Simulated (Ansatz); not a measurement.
`CCS[Si](O)(O)O` + `C=CS` → `C=CS[Si](O)(O)O` + `CCS`  (ligand exchange at the Si–S bond)

Computed with Ansatz on PBE0-D4/def2-TZVP structures; ΔE is electronic, products minus reactants. CBS: MP2 limit from def2 TZ/QZ plus the TZ coupled-cluster correction, frozen cores. This one scheme is used for every species. Functionals use def2-TZVPP. B3LYP here is the variant with VWN-RPA as its local correlation; programs differ in this. One conformer a species, not always the lowest.

`CCS[Si](O)(O)O`:

Z-matrix (Å, degrees):
```
C
C 1 1.513
H 1 1.094 2 110.1
H 1 1.092 2 110.9 3 -119.7
H 1 1.090 2 110.7 3 120.0
S 2 1.831 1 113.1 3 177.4
H 2 1.092 1 111.3 3 59.8
H 2 1.091 1 111.6 3 -59.8
Si 6 2.109 2 100.8 1 90.0
O 9 1.635 6 106.6 2 -171.9
O 9 1.634 6 108.5 2 -47.6
O 9 1.635 6 115.3 2 69.6
H 10 0.959 9 117.1 6 50.3
H 11 0.960 9 115.6 6 153.9
H 12 0.959 9 116.8 6 66.7
```

`C=CS`:

Z-matrix (Å, degrees):
```
C
C 1 1.327
H 1 1.082 2 120.2
H 1 1.084 2 122.3 3 -180.0
S 2 1.751 1 123.6 3 179.8
H 2 1.084 1 120.9 3 -0.0
H 5 1.340 2 96.7 1 179.1
```

`C=CS[Si](O)(O)O`:

Z-matrix (Å, degrees):
```
Si
O 1 1.628
O 1 1.625 2 108.7
S 1 2.144 2 112.1 3 -117.3
O 1 1.625 2 108.5 3 120.1
H 2 0.959 1 117.1 3 64.8
H 3 0.959 1 117.6 2 171.2
C 4 1.760 1 101.6 2 -71.7
H 5 0.960 1 116.5 2 83.3
C 8 1.329 4 128.6 1 27.7
H 8 1.086 4 111.5 1 -152.9
H 10 1.085 8 122.9 4 2.2
H 10 1.084 8 119.6 4 -179.6
```

`CCS`:

Z-matrix (Å, degrees):
```
C
C 1 1.514
H 1 1.094 2 110.6
H 1 1.091 2 111.0 3 120.4
H 1 1.093 2 111.0 3 -119.6
S 2 1.813 1 114.1 3 -177.2
H 2 1.092 1 111.5 3 58.7
H 2 1.093 1 110.8 3 -60.2
H 6 1.343 2 96.8 1 -62.2
```

| level | ΔE (kcal/mol) | difference from CCSD(T)/CBS |
| --- | --- | --- |
| B3LYP-D4 | 0.9 | 0.0 |
| PBE | 1.1 | 0.2 |
| HF/def2-TZVPP | 1.6 | 0.7 |
| MP2/def2-TZVPP | 0.6 | -0.3 |
| CCSD/def2-TZVPP | 1.0 | 0.1 |
| CCSD(T)/def2-TZVPP | 0.7 | -0.2 |
| MP2/def2-QZVPP | 0.7 | -0.2 |
| HF/CBS(def2) | 1.5 | 0.6 |
| MP2/CBS(def2) | 0.8 | -0.1 |
| CCSD/CBS(def2) | 1.1 | 0.2 |
| CCSD(T)/CBS | 0.9 | 0 |

Largest T1 diagnostic among the species: 0.012.

In def2-TZVPP, CCSD(T) changes the Hartree–Fock value by −0.8 kcal/mol (the triples alone add −0.2 kcal/mol) and MP2 by −0.9 kcal/mol.
